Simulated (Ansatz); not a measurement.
`F[SiH2]/C=C/[SiH3]` + `O[SiH2]O` → `O[SiH](O)/C=C\[SiH2]F` + SiH₄  (formal exchange of groups at a C–Si bond)

Computed with Ansatz on PBE0-D4/def2-TZVP structures; ΔE is electronic, products minus reactants. CCSD(T)/CBS is the MP2 limit (def2-TZVPP, def2-QZVPP) plus CCSD(T) − MP2 in def2-TZVPP, frozen cores. This one scheme is used for every species. Double bonds are as drawn, so ΔE can hold a change between cis and trans. Functionals use def2-TZVPP. One conformer a species, not always the lowest.

`F[SiH2]/C=C/[SiH3]`:

Z-matrix (Å, degrees):
```
Si
C 1 1.852
F 1 1.602 2 108.1
H 1 1.484 2 111.5 3 118.6
H 1 1.484 2 111.5 3 -118.6
C 2 1.338 1 123.0 3 0.1
H 2 1.092 1 118.2 3 -179.9
Si 6 1.865 2 123.7 1 180.0
H 6 1.091 2 118.1 1 -0.0
H 8 1.486 6 108.7 2 0.1
H 8 1.488 6 110.5 2 -120.3
H 8 1.488 6 110.5 2 120.4
```

`O[SiH2]O`:

Cartesian coordinates in Å:
```
O 0.179 0.944 -1.086
Si 0.386 -0.086 0.175
O -1.014 -0.758 0.708
H -0.123 0.576 -1.918
H 1.216 -1.252 -0.208
H 1.017 0.753 1.220
H -1.663 -0.178 1.109
```

`O[SiH](O)/C=C\[SiH2]F`:

```xyz
14

O     2.694    0.903   -0.552
Si    1.128    1.103   -0.115
O     0.725    0.298    1.270
C    -0.060    0.355   -1.317
C    -1.030   -0.485   -0.939
Si   -1.485   -1.096    0.774
F    -2.833   -1.939    0.497
H     2.978    0.023   -0.805
H     0.999    2.566    0.073
H     0.953    0.666    2.124
H     0.034    0.600   -2.375
H    -1.685   -0.891   -1.714
H    -0.535   -2.071    1.354
H    -1.884   -0.032    1.722
```

SiH₄:

Z-matrix (Å, degrees):
```
Si
H 1 1.485
H 1 1.485 2 109.5
H 1 1.485 2 109.5 3 -120.0
H 1 1.485 2 109.5 3 120.0
```

```
                species  B2PLYP energy (Eh)
   `F[SiH2]/C=C/[SiH3]`          -759.01223
             `O[SiH2]O`          -442.30674
`O[SiH](O)/C=C\[SiH2]F`          -909.56234
                   SiH₄          -291.75980
```

(1) Work out ΔE.

Largest T1 diagnostic among the species: 0.012.

Answers

(1) ΔE = (-909.56234) + (-291.75980) − (-759.01223) − (-442.30674) = -0.00317 Eh = -8.3 kJ/mol. CCSD(T)/CBS gives -11.7 kJ/mol.

The D4 term adds −9.4 kJ/mol with B3LYP and −5.2 kJ/mol with PBE0; it sums over pairs of atoms, weighted by their polarisabilities, and B3LYP, whose exchange is more repulsive, gets the larger term. In def2-TZVPP, CCSD(T) changes the Hartree–Fock value by −12.6 kJ/mol (the triples alone add −2.0 kJ/mol) and MP2 by −11.0 kJ/mol.

B3LYP here is the variant with VWN-RPA as its local correlation; programs differ in this.
